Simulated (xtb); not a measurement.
xtb input (GFN2-xTB):

```bash
xtb mol.xyz --gfn 2 --ohess tight --chrg 1 --uhf 0
```
mol.xyz:
```
10

Si     1.52106219     0.42296647    -0.00104684
F      1.85552805     0.23750964     1.55209925
O     -0.02374414    -0.01437680    -0.25484107
Si    -1.58654243    -0.22521260     0.01086309
H      2.34825548    -0.53797250    -0.68373514
H      1.66631983     1.85683490    -0.22805847
H     -2.20181502     1.08889486    -0.21142858
H     -1.96435714    -1.17733092    -1.01092062
H     -1.76648223    -0.65019343     1.35993218
H      0.19088985    -0.96567007    -0.54169280
```

Output:

```
           -------------------------------------------------
          |                Calculation Setup                |
           -------------------------------------------------

           -------------------------------------------------
          |                 G F N 2 - x T B                 |
           -------------------------------------------------

        Reference                      10.1021/acs.jctc.8b01176
      * Hamiltonian:
        H0-scaling (s, p, d)           1.850000    2.230000    2.230000
        zeta-weighting                 0.500000
      * Dispersion:
        s8                             2.700000
        a1                             0.520000
        a2                             5.000000
        s9                             5.000000
      * Repulsion:
        kExp                           1.500000    1.000000
        rExp                           1.000000
      * Coulomb:
        alpha                          2.000000
        third order                    shell-resolved
        anisotropic                    true
        a3                             3.000000
        a5                             4.000000
        cn-shift                       1.200000
        cn-exp                         4.000000
        max-rad                        5.000000

          ...................................................
          :                      SETUP                      :
          :.................................................:
          :  # basis functions                  34          :
          :  # atomic orbitals                  32          :
          :  # shells                           16          :
          :  # electrons                        26          :
          :  max. iterations                   250          :
          :  Hamiltonian                  GFN2-xTB          :
          :  restarted?                      false          :
          :  GBSA solvation                  false          :
          :  PC potential                    false          :
          :  electronic temp.          300.0000000     K    :
          :  accuracy                    1.0000000          :
          :  -> integral cutoff          0.2500000E+02      :
          :  -> integral neglect         0.1000000E-07      :
          :  -> SCF convergence          0.1000000E-05 Eh   :
          :  -> wf. convergence          0.1000000E-03 e    :
          :  Broyden damping             0.4000000          :
          :  net charge                          1          :
          :  unpaired electrons                  0          :
          ...................................................

 iter      E             dE          RMSdq      gap      omega  full diag
   1    -14.9812858 -0.149813E+02  0.107E+01    6.48       0.0  T
   2    -15.0863763 -0.105090E+00  0.839E+00    5.45       1.0  T
   3    -15.0943489 -0.797259E-02  0.475E+00    5.36       1.0  T
   4    -15.0934451  0.903788E-03  0.123E+00    5.16       1.0  T
   5    -15.0948509 -0.140584E-02  0.373E-01    5.50       1.0  T
   6    -15.0955742 -0.723301E-03  0.148E-01    5.41       1.0  T
[...]
     1  14 Si       3   8 O                                       1.7524282 (max)
     1  14 Si       5   1 H                                       1.4424558
     1  14 Si       6   1 H                                       1.4424127
     4  14 Si       7   1 H                                       1.4530002
     4  14 Si       8   1 H                                       1.4576944
     4  14 Si       9   1 H                                       1.4519836
     3   8 O       10   1 H                                       0.9642491 (min)

 * 4 distinct bonds (by element types)

   Z      Z             #   av. dist./Å        max./Å        min./Å
   1 H    8 O           1     0.9642491     0.9642491     0.9642491
   1 H   14 Si          5     1.4495093     1.4576944     1.4424127
   8 O   14 Si          1     1.7524282     1.7524282     1.7524282
   9 F   14 Si          1     1.5841306     1.5841306     1.5841306

           -------------------------------------------------
          |               Frequency Printout                |
           -------------------------------------------------
 projected vibrational frequencies (cm⁻¹)
eigval :       -0.00    -0.00    -0.00     0.00     0.00     0.00
eigval :       45.41    56.70   116.45   246.79   347.61   368.62
eigval :      498.54   499.16   530.89   560.89   597.57   696.74
eigval :      710.40   716.20   753.13   803.48   897.82  1035.56
eigval :     2331.98  2372.78  2384.50  2451.14  2458.93  3450.10
 reduced masses (amu)
   1: 21.42   2: 22.02   3: 20.29   4: 21.48   5: 21.71   6: 21.71   7:  9.57   8:  7.03
   9: 19.95  10: 22.55  11:  4.47  12: 17.69  13: 14.60  14:  4.71  15:  2.49  16:  4.86
  17:  6.32  18:  2.38  19:  2.54  20:  2.37  21:  2.45  22:  2.97  23: 21.82  24:  2.94
  25:  1.68  26:  1.77  27:  2.19  28:  1.39  29:  2.40  30:  1.89
 IR intensities (km·mol⁻¹)
   1: 10.29   2:  6.49   3:  2.37   4: 11.79   5:  4.95   6:  8.11   7:  1.42   8:  2.11
   9:  8.20  10:  8.24  11: 90.52  12:181.56  13:256.42  14: 71.24  15:  5.08  16:126.64
  17:154.08  18: 55.35  19:228.00  20:187.29  21: 41.03  22: 67.08  23:187.85  24:238.13
  25:106.99  26:101.62  27:146.96  28: 27.30  29:183.65  30: 81.57
 Raman intensities (Ä⁴*amu⁻¹)
   1:  0.00   2:  0.00   3:  0.00   4:  0.00   5:  0.00   6:  0.00   7:  0.00   8:  0.00
   9:  0.00  10:  0.00  11:  0.00  12:  0.00  13:  0.00  14:  0.00  15:  0.00  16:  0.00
  17:  0.00  18:  0.00  19:  0.00  20:  0.00  21:  0.00  22:  0.00  23:  0.00  24:  0.00
  25:  0.00  26:  0.00  27:  0.00  28:  0.00  29:  0.00  30:  0.00
 output can be read by thermo (or use thermo option).
 writing <g98.out> molden fake output.
 recommended (thermochemical) frequency scaling factor: 1.0
           -------------------------------------------------
          |             Thermodynamic Functions             |
           -------------------------------------------------

c1  symmetry found (for desy threshold:  0.10E+00) used in thermo

          ...................................................
          :                      SETUP                      :
          :.................................................:
          :  # frequencies                          24      :
          :  # imaginary freq.                       0      :
          :  linear?                             false      :
          :  only rotor calc.                    false      :
          :  symmetry                               c1      :
          :  rotational number                       1      :
          :  scaling factor                  1.0000000      :
          :  rotor cutoff                   50.0000000 cm⁻¹ :
          :  imag. cutoff                  -20.0000000 cm⁻¹ :
          :.................................................:
Note: The following floating-point exceptions are signalling: IEEE_UNDERFLOW_FLAG IEEE_DENORMAL
normal termination of xtb

    mode    ω/cm⁻¹     T·S(HO)/kcal·mol⁻¹    T·S(FR)/kcal·mol⁻¹   T·S(vib)
   ------------------------------------------------------------------------
       1     45.41    -1.49308 ( 40.49%)    -1.08441 ( 59.51%)    -1.24989
       2     56.70    -1.36217 ( 62.32%)    -1.01875 ( 37.68%)    -1.23278
       3    116.45    -0.94167 ( 96.71%)    -0.80583 (  3.29%)    -0.93721
       4    246.79    -0.52277 ( 99.83%)    -0.58347 (  0.17%)    -0.52287
   ------------------------------------------------------------------------

   temp. (K)  partition function   enthalpy   heat capacity  entropy
                                   cal/mol     cal/K/mol   cal/K/mol   J/K/mol
 298.15  VIB   184.                 3230.325     20.301     19.939
         ROT  0.128E+06              888.752      2.981     26.355
         INT  0.237E+08             4119.077     23.282     46.294
         TR   0.927E+27             1481.254      4.968     39.616
         TOT                        5600.3314    28.2502    85.9097   359.4460

       T/K    H(0)-H(T)+PV         H(T)/Eh          T*S/Eh         G(T)/Eh
   ------------------------------------------------------------------------
    298.15    0.892470E-02    0.657226E-01    0.408185E-01    0.249041E-01
   ------------------------------------------------------------------------

         :::::::::::::::::::::::::::::::::::::::::::::::::::::
         ::                  THERMODYNAMIC                  ::
         :::::::::::::::::::::::::::::::::::::::::::::::::::::
         :: total free energy         -15.006582870129 Eh   ::
         ::.................................................::
         :: total energy              -15.031486991951 Eh   ::
         :: zero point energy           0.056797880164 Eh   ::
         :: G(RRHO) w/o ZPVE           -0.031893758342 Eh   ::
         :: G(RRHO) contrib.            0.024904121822 Eh   ::
         :::::::::::::::::::::::::::::::::::::::::::::::::::::

optimized geometry written to: xtbopt.xyz

           -------------------------------------------------
          | TOTAL ENERGY              -15.031486991951 Eh   |
          | TOTAL ENTHALPY            -14.965764415631 Eh   |
          | TOTAL FREE ENERGY         -15.006582870129 Eh   |
          | GRADIENT NORM               0.000075706789 Eh/α |
          | HOMO-LUMO GAP               5.230970307226 eV   |
           -------------------------------------------------

------------------------------------------------------------------------
------------------------------------------------------------------------
 total:
 SCF:
 ANC optimizer:
 analytical hessian:
```

It need not be the lowest isomer of its formula.
